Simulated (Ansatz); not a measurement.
Coupled-cluster diagnostics for Zn2Cu (the lowest doublet isomer of a short search), Ansatz.

Geometry of the doublet (PBE-D4/def2-TZVP):

```xyz
3

Cu   -0.001   -0.001   -0.001
Zn    1.385    0.488   -1.992
Zn   -1.385   -0.486    1.992
```

Correlated methods freeze 27 core orbitals. The structure comes from a short search, and lower isomers may exist.

Geometry of the charge 0 quartet (PBE-D4/def2-TZVP):

```csv
atom,x (Å),y (Å),z (Å)
Cu1,1.370,-0.040,0.163
Zn2,-0.830,-0.537,1.000
Zn3,-0.539,0.577,-1.164
```

(1) Estimate the CCSD(T) correlation energy, the shares of MP2 and (T), T1 and the reference's ⟨S²⟩ for: charge 0, doublet, own geometry in def2-TZVP; charge 0, quartet, own geometry in def2-TZVP; and the rough time on 4 threads of Arm Neoverse V1 on a shared host.

Answers

(1) 
```
                          state      basis  correlation (eV)  MP2 share (%)  (T) share (%)     T1  ⟨S²⟩ (pure)  wall time            remarks
charge 0, doublet, own geometry  def2-TZVP           -31.645          107.0            3.2  0.027  0.89 (0.75)       17 s  spin-contaminated
charge 0, quartet, own geometry  def2-TZVP           -31.293          107.7            3.3  0.025  3.82 (3.75)       29 s                  –
```
Customary marks for T1 are 0.02 (closed shells), 0.045 (open shells) and about 0.05 (3d metals). T1 exceeds 0.02 in 2 of 2 rows and 0.045 in 0; the higher it lies, the less the single-reference result can be trusted.
